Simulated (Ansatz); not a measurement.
Consider the atomization: `O=[CH][GaH2]` → C• + Ga• + 3 H• + O•.

Isolated molecules relaxed with PBE0-D4/def2-TZVP in Ansatz; ΔE leaves out vibrations. CCSD(T)/CBS is the MP2 limit (def2-TZVPP, def2-QZVPP) plus CCSD(T) − MP2 in def2-TZVPP, frozen cores. This one scheme is used for every species, atoms too. DFT in def2-TZVPP. Open shells (•) are unrestricted, without spin–orbit coupling. Spin–orbit coupling would lower the free atoms: a little for C, O; clearly for Ga. For Ga outer-core shells are correlated without core-valence functions, so the limit isn't a true one: a few kJ/mol of doubt a bond, and 10 to 20 or more in all where bonds break to atoms. Scalar relativity is left out up to krypton.

```tsv
level	ΔE (kcal/mol)
r2SCAN-D4	456.2
r2SCAN0-D4	443.2
ωB97X-V	455.8
PBE-QIDH	448.5
LC-ωPBE	454.2
HF/def2-SVP	312.6
CCSD(T)/def2-SVP	430.6
SCS-MP2/def2-TZVPP	450.3
```

**Question.** What does CCSD(T)/CBS give? (Best estimate.)

**Answer.** Ansatz gave: +454.3 kcal/mol. The listed levels differ from it by 1.9, -11.1, 1.5, -5.8, -0.1, -141.7, -23.7, -4.0 kcal/mol.

Largest T1 diagnostic among the species: 0.017.

From r2SCAN to r2SCAN0 (25 % exact exchange), in def2-TZVPP and without D4, ΔE moves by −13.1 kcal/mol: exact exchange takes away binding that semilocal exchange gives to molecules. The D4 term adds +3.4 kcal/mol with B3LYP and +1.7 kcal/mol with PBE0; it sums over pairs of atoms, weighted by their polarisabilities, and B3LYP, whose exchange is more repulsive, gets the larger term.

B3LYP here is the variant with VWN-RPA as its local correlation; programs differ in this.

For atomizations the MP2-based limit and the directly extrapolated one differ by several kJ/mol either way, and by 10 to 25 for some Ge, Se and Sn compounds, so smaller differences from it don't rank the levels.
